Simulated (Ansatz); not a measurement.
Calculated with Ansatz (gas phase, PBE0-D4/def2-TZVP geometries, no zero-point term in ΔE). CBS: MP2 limit from def2 TZ/QZ plus the TZ coupled-cluster correction, frozen cores. Functionals use def2-TZVPP. B3LYP here is the variant with VWN-RPA as its local correlation; programs differ in this. def2 core potentials past Kr. For Sn outer-core shells are correlated without core-valence functions, which leaves a few kJ/mol of doubt a bond. One conformer a species, not always the lowest.

Reaction (substitution at a C–Sn bond): `[CH3][SnH2][C]#N` + `[OH][AlH][SH]` → `C[S][AlH][OH]` + `N#[C][SnH3]`

```tsv
level	ΔE (kJ/mol)
B97M-V	44.3
B3LYP-D4	48.3
B2PLYP	51.9
BLYP	49.0
CAM-B3LYP	48.9
MP2/def2-SVP	50.2
MP2/def2-QZVPP	59.4
HF/CBS(def2)	49.3
```

(1) What does CCSD(T)/CBS give? (Estimate.)

(2) What do rigid-rotor, harmonic-oscillator terms from PBE0-D4/def2-TZVP frequencies (298.15 K, 1 bar) make of the CCSD(T)/CBS value? (Best estimate.)

Largest T1 diagnostic among the species: 0.014.

## Answers

(1) Ansatz gave: +56.7 kJ/mol. The listed levels differ from it by -12.4, -8.4, -4.8, -7.7, -7.8, -6.5, 2.7, -7.4 kJ/mol.

(2) Ansatz gave: ΔZPE = +1.0 kJ/mol, ΔH = +57.1 kJ/mol, ΔS = -13 J/(mol·K), ΔG = +61.0 kJ/mol.

Leaving LDA and LC-ωPBE aside and taking each functional with its dispersion term where it has one, the values, not all of them listed here, spread over 8.3 kJ/mol, from revPBE-D4 to B2PLYP. LDA lies −3.6 kJ/mol from PBE without D4. At CCSD(T), def2-SVP lies −9.5 kJ/mol from the extrapolated value and def2-TZVPP −2.1 kJ/mol. In def2-TZVPP, CCSD(T) changes the Hartree–Fock value by +5.6 kJ/mol (the triples alone add −0.4 kJ/mol) and MP2 by +9.0 kJ/mol.
